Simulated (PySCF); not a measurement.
## `O=C[C@@H](F)[C@H]1O[C@@H]1F`, C4H4F2O2

Molfile (atoms numbered from 1):
```
C4H4F2O2
     RDKit          3D

 12 12  0  0  0  0  0  0  0  0999 V2000
    2.1744   -0.8380    1.2153 O   0  0  0  0  0  0  0  0  0  0  0  0
    1.8300   -0.6277    0.0925 C   0  0  0  0  0  0  0  0  0  0  0  0
    0.7458    0.3645   -0.2929 C   0  0  1  0  0  0  0  0  0  0  0  0
    0.3755    0.1397   -1.5984 F   0  0  0  0  0  0  0  0  0  0  0  0
   -0.4478    0.2732    0.6434 C   0  0  1  0  0  0  0  0  0  0  0  0
   -1.4390    1.2684    0.5518 O   0  0  0  0  0  0  0  0  0  0  0  0
   -1.7983    0.0128    0.1456 C   0  0  2  0  0  0  0  0  0  0  0  0
   -2.6588   -0.6509    0.9453 F   0  0  0  0  0  0  0  0  0  0  0  0
    2.2755   -1.1323   -0.7815 H   0  0  0  0  0  0  0  0  0  0  0  0
    1.1653    1.3820   -0.2588 H   0  0  0  0  0  0  0  0  0  0  0  0
   -0.1925   -0.0352    1.6539 H   0  0  0  0  0  0  0  0  0  0  0  0
   -2.0291   -0.1572   -0.9008 H   0  0  0  0  0  0  0  0  0  0  0  0
  1  2  2  0
  2  3  1  0
  3  4  1  0
  3  5  1  0
  5  6  1  0
  6  7  1  0
  7  8  1  0
  7  5  1  0
  2  9  1  0
  3 10  1  6
  5 11  1  1
  7 12  1  6
M  END
```

Level of theory: TDDFT PBE0/def2-SVPD circular dichroism and optical rotation, one conformer, gas phase in PySCF 2.14.0. Geometry: GFN2-xTB.

The molecule is flexible and this is one conformer; a measurement averages over conformers. States above about 8.4 eV (minus the energy of the highest occupied orbital) lie near or above the ionisation threshold and depend on the basis.

(1) Draw the ECD and absorption spectra from the lowest 16 states, each a Gaussian of half-width 0.25 eV at 1/e height.

## Answers

(1) 
```
E (eV)  λ (nm)  Δε (L mol⁻¹ cm⁻¹)  ε (L mol⁻¹ cm⁻¹)
  3.71     334              -0.03             0.297
  3.81     325              -0.12              1.25
  3.91     317              -0.38              3.84
  4.01     309              -0.84              8.54
  4.11     302              -1.36              13.8
  4.21     294              -1.60              16.2
  4.31     288              -1.36              13.8
  4.41     281              -0.84              8.54
  4.51     275              -0.38              3.84
  4.61     269              -0.12              1.25
  4.71     263              -0.03             0.297
  4.81     258              -0.01             0.051
  4.91     253               0.00                 0
  5.01     247               0.00                 0
  5.11     243               0.00                 0
  5.21     238               0.00                 0
  5.31     233               0.00                 0
  5.41     229               0.00            0.0534
  5.51     225               0.00             0.565
  5.61     221               0.00              4.34
  5.71     217              +0.02              24.2
  5.81     213              +0.08                98
  5.91     210              +0.23               288
  6.01     206              +0.49               616
  6.11     203              +0.75               956
  6.21     200              +0.82              1090
  6.31     196              +0.55               928
  6.41     193              -0.04               668
  6.51     190              -0.82               544
  6.61     188              -1.51               573
  6.71     185              -1.78               591
  6.81     182              -1.49               481
  6.91     179              -0.90               289
  7.01     177              -0.40               127
  7.11     174              -0.13              40.7
  7.21     172              -0.07              12.4
  7.31     170              -0.22              19.1
  7.41     167              -0.87              72.6
  7.51     165              -2.62               225
  7.61     163              -6.00               534
  7.71     161             -10.74              1010
  7.81     159             -15.64              1560
  7.91     157             -19.09              2060
  8.01     155             -19.28              2470
  8.11     153             -14.99              3030
  8.21     151              -7.57              4270
  8.31     149              -1.18              6370
  8.41     147              +0.22              8600
  8.51     146              -3.80              9770
  8.61     144             -10.62              9370
  8.71     142             -17.65              7870
  8.81     141             -23.24              6060
  8.91     139             -25.70              4620
  9.01     138             -23.72              3810
```
Δε uses R in velocity form, ε uses f in length form. Only the states computed contribute, so the short-wavelength end is incomplete.
